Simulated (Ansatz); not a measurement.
## Energy profile

The step: C₂H₆Si (C=C[SiH3]) + H → C₂H₇Si ([CH2][CH2][SiH3]); bonds formed: H1–C3 (atoms numbered as in the saddle structure below).

H1  (-1.428, 1.252, 0.896)
Si2  (1.045, 0.796, -0.197)
C3  (-0.167, -0.449, 0.483)
C4  (-0.922, -1.230, -0.299)
H5  (0.677, 1.106, -1.603)
H6  (2.422, 0.229, -0.173)
H7  (1.058, 2.045, 0.608)
H8  (-0.177, -0.638, 1.555)
H9  (-0.944, -1.106, -1.378)
H10  (-1.564, -2.006, 0.108)
(Å)

Electronic energies by CCSD(T) at an estimated basis limit (MP2 extrapolated from triple and quadruple zeta, plus CCSD(T) − MP2 in triple zeta), on PBE0-D4/def2-TZVP structures; C2H7Si, doublet; no counterpoise correction; spin–orbit coupling, which lowers free halogen atoms and radicals such as OH and SH, is left out. Program: Ansatz 0.2.0. Basis: def2-TZVPP and def2-QZVPP. Cores are frozen in the correlated methods; orbitals are unrestricted. Extrapolation: Hartree–Fock as exp(−7.88 √X), correlation as X^−2.97.

Q: Give the profile in eV, counted from the separated reactants. (To be estimated.)

A: Computed:
| point | eV |
| --- | --- |
| separated: H (H1; doublet) + C2H6Si (linked as [CH2][CH][SiH3]; Si2, C3, C4, H5, H6, H7, H8, H9, H10; singlet) | 0.000 |
| start structure | -0.013 |
| saddle | 0.102 |
| end structure | -1.755 |

The T1 diagnostic stays at or below 0.032. ⟨S²⟩ of the unrestricted Hartree–Fock references: 0.75 to 0.92 (a pure state has 0.75). The unrestricted reference is spin-contaminated, which hurts MP2 most.

For scale, one of the runs: CCSD(T)/def2-TZVPP, 202 basis functions, launched by `ansatz run in.yaml --threads 4 --pin off --events-out ev --progress --plain --max-ram 9574MiB`. The run took 2.4 min on 4 CPU threads of an Intel Xeon (shared host), with 6.3 GiB of host memory at its peak.
